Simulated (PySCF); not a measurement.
Precursor series metal swap MX4 F. Gas-phase values, no solvent.

Computed with B3LYP-D3(BJ)/def2-TZVP // PBE-D3(BJ)/def2-SVP run with PySCF 2.14.0. B3LYP has the VWN-RPA correlation part, as in Gaussian. 

```json
[
 {"species": "M = Ti ([Ti(F)4])", "HOMO (eV)": "-12.23", "HOMO–LUMO gap (eV)": "8.68", "mean distance from the central atom to its bonded neighbours (Å)": "1.744", "coordination number": "4"},
 {"species": "M = Zr", "HOMO (eV)": "-11.90", "HOMO–LUMO gap (eV)": "10.12", "mean distance from the central atom to its bonded neighbours (Å)": "1.909", "coordination number": "4"},
 {"species": "M = Hf ([Hf(F)4])", "HOMO (eV)": "-11.85", "HOMO–LUMO gap (eV)": "10.50", "mean distance from the central atom to its bonded neighbours (Å)": "1.915", "coordination number": "4"},
 {"species": "M = V, oxo ([V(=O)(F)3])", "HOMO (eV)": "-11.11", "HOMO–LUMO gap (eV)": "6.56", "mean distance from the central atom to its bonded neighbours (Å)": "1.680", "coordination number": "4"},
 {"species": "M = Nb, oxo ([Nb(=O)(F)3])", "HOMO (eV)": "-10.37", "HOMO–LUMO gap (eV)": "7.57", "mean distance from the central atom to its bonded neighbours (Å)": "1.830", "coordination number": "4"},
 {"species": "M = Ta, oxo", "HOMO (eV)": "-10.00", "HOMO–LUMO gap (eV)": "7.87", "mean distance from the central atom to its bonded neighbours (Å)": "1.847", "coordination number": "4"},
 {"species": "M = Mo, oxo ([Mo(=O)(F)4])", "HOMO (eV)": "-11.68", "HOMO–LUMO gap (eV)": "6.15", "mean distance from the central atom to its bonded neighbours (Å)": "1.816", "coordination number": "5"},
 {"species": "M = W, oxo", "HOMO (eV)": "-11.41", "HOMO–LUMO gap (eV)": "6.81", "mean distance from the central atom to its bonded neighbours (Å)": "1.836", "coordination number": "5"},
 {"species": "M = Cr, dioxo", "HOMO (eV)": "-10.31", "HOMO–LUMO gap (eV)": "4.83", "mean distance from the central atom to its bonded neighbours (Å)": "1.631", "coordination number": "4"},
 {"species": "M = Mo, dioxo ([Mo(=O)2(F)2])", "HOMO (eV)": "-9.85", "HOMO–LUMO gap (eV)": "6.04", "mean distance from the central atom to its bonded neighbours (Å)": "1.769", "coordination number": "4"},
 {"species": "M = W, dioxo ([W(=O)2(F)2])", "HOMO (eV)": "-9.56", "HOMO–LUMO gap (eV)": "6.44", "mean distance from the central atom to its bonded neighbours (Å)": "1.794", "coordination number": "4"}
]
```
